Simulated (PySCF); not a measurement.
**How neighbours change a Si atom**

Gas-phase molecules, one conformer each, optimised by PBE0-D3(BJ)/def2-SVP. No frequency run checks that these structures are minima. Shifts by GIAO PBE0/pcSseg-1 or PBE0/pcSseg-2 against computed TMS. Core levels by delta-SCF with SCAN, pcX-2 on the ionised atom and pcseg-1 elsewhere, spin-free X2C (2p3/2 is the spin-free 2p value less a third of a first-order spin-orbit splitting); from the vacuum level. Excitations by CAM-B3LYP/def2-SVPD.

Q: Order these by the shift of Si (ppm), lowest first.
A. F[Si]([SiH3])([SiH3])[SiH3] (Si bonded to 1 F + 3 Si)
B. F[Si]([SiH3])([SiH3])Cl (Si bonded to 1 Cl + 1 F + 2 Si)
C. F[Si]([SiH3])(Cl)Cl (Si bonded to 2 Cl + 1 F + 1 Si)
D. F[Si](Cl)(Cl)Cl (Si bonded to 3 Cl + 1 F)

A: D (-15), C (16.1), A (43.6), B (48.9).

Q: Give the other values.

A: 
| structure (SMILES) | Si bonded to | shift of Si (ppm) | core level of Si (eV) | lowest singlet (eV) |
| --- | --- | --- | --- | --- |
| F[Si]([SiH3])([SiH3])[SiH3] | 1 F + 3 Si | 43.6 | 107.07 | 5.66 |
| F[Si]([SiH3])(Cl)Cl | 2 Cl + 1 F + 1 Si | 16.1 | 109.39 | 7.24 |
| F[Si]([SiH3])([SiH3])Cl | 1 Cl + 1 F + 2 Si | 48.9 | 108.18 | 5.90 |
| F[Si](Cl)(Cl)Cl | 3 Cl + 1 F | -15.0 | 110.74 | 7.69 |
